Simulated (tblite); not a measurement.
Compound: C5H13N2 (doublet state).
Structure used (GFN2-xTB), in Å, numbered top down from 1:
```xyz
20
C5H13N2 angstrom
C     -2.326    0.872    0.672
C     -2.377   -0.052   -0.472
C     -0.993   -0.230   -1.117
N     -0.131   -0.918   -0.177
C      1.234   -1.107   -0.613
C      2.090    0.172   -0.608
N      2.030    0.776    0.715
H     -1.800    1.803    0.586
H     -2.820    0.647    1.596
H     -3.052    0.333   -1.253
H     -2.752   -1.028   -0.160
H     -1.072   -0.850   -2.016
H     -0.615    0.762   -1.415
H     -0.122   -0.393    0.696
H      1.691   -1.837    0.064
H      1.224   -1.536   -1.619
H      3.112   -0.084   -0.933
H      1.683    0.895   -1.320
H      2.431    0.145    1.403
H      2.559    1.640    0.739
```

All values are computed: GFN2-xTB (tblite) harmonic vibrations without scaling, gas phase. Against measured fundamentals such values can be off by several per cent, at times by over 20. One conformer, not necessarily the lowest. Open shells enter through the occupations alone, without spin polarisation, and single modes of such species can be off by tens of per cent.

Harmonic wavenumbers (cm⁻¹): 27.5, 58.3, 64.8, 122.8, 171.5, 244.0, 257.3, 285.0, 361.4, 429.5, 474.1, 537.0, 800.4, 806.6, 856.2, 898.9, 917.4, 937.0, 974.5, 1012.6, 1063.0, 1101.3, 1112.1, 1125.2, 1147.0, 1162.3, 1201.4, 1209.3, 1253.1, 1271.9, 1307.7, 1328.6, 1333.5, 1349.3, 1400.6, 1403.1, 1445.9, 1470.6, 1484.5, 1490.6, 1563.5, 2818.7, 2827.5, 2831.0, 2928.6, 2937.2, 2961.4, 2968.7, 2992.3, 3133.7, 3178.3, 3327.7, 3383.0, 3420.4.

A = 4439, B = 1409, C = 1200 MHz; mass 101.108 u (most abundant isotopes); point group C1, symmetry number 1; spin multiplicity 2.

Problem. What is the zero-point energy?

Solution. Half the sum of the wavenumbers: 38585 cm⁻¹ = 110.32 kcal/mol.

Problem. What is S at 273.15 K and 1 bar for an ideal gas of classical rigid rotors and harmonic oscillators?

Solution. Translation 39.34, rotation 27.89, vibration 28.04, spin (R ln 2) 1.38: S = 96.6 cal/(mol K).

Problem. And Cp and H(273.15 K) − H(0)?

Solution. Cp = 33.45 cal/(mol K), of which vibrations give 25.50 (their classical limit is 54 R = 107.3); H(273.15 K) − H(0) = 5.90 kcal/mol without the zero-point energy, 3.73 from vibrations.

Problem. How do the functions run with temperature in this model?

Solution. 
```tsv
T (K)	S (cal/(mol K))	Cp (cal/(mol K))	H − H(0) (kcal/mol)	G − H(0) (kcal/mol)	ln q(vib)
50	60.2	14.2	0.55	-2.46	1.02
100	71.6	19.1	1.39	-5.77	2.54
298.15	99.7	35.9	6.77	-22.95	7.86
373.15	108.5	43.3	9.74	-30.76	9.71
500	122.9	54.9	15.99	-45.44	12.79
750	148.6	71.8	31.98	-79.45	18.74
1000	170.9	83.1	51.43	-119.45	24.39
```

q(vib) and H(0) count from the zero-point level.

Problem. What must be added to the electronic energy to get the Gibbs energy at 273.15 K and 1 bar?

Solution. ZPE + [H(273.15 K) − H(0)] − T·S = 110.32 + 5.90 − 26.40 = 89.82 kcal/mol.

Hindered rotation and anharmonicity are outside this model. Other conformers, if any are populated, would add a mixing term that is left out. The structure is chiral; the term R ln 2 for an equal mix with its mirror image is left out.
